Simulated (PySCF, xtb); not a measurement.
C3H10MgSeSi, SMILES C[Si](C)(C)[Mg][SeH].

xtb with GFN2-xTB at its own geometry gives an orbital gap of 2.89 eV and a dipole moment of 6.66 D.

Geometry: PBE0-D3(BJ)/def2-SVP. The values are those of a single conformer.

Q: What does ωB97X/def2-TZVP (PySCF) give? (An estimate is asked for; the answer gives what the named calculation found.)

A: gap 9.16 eV (levels -8.48 and 0.68 eV), dipole 2.40 D.
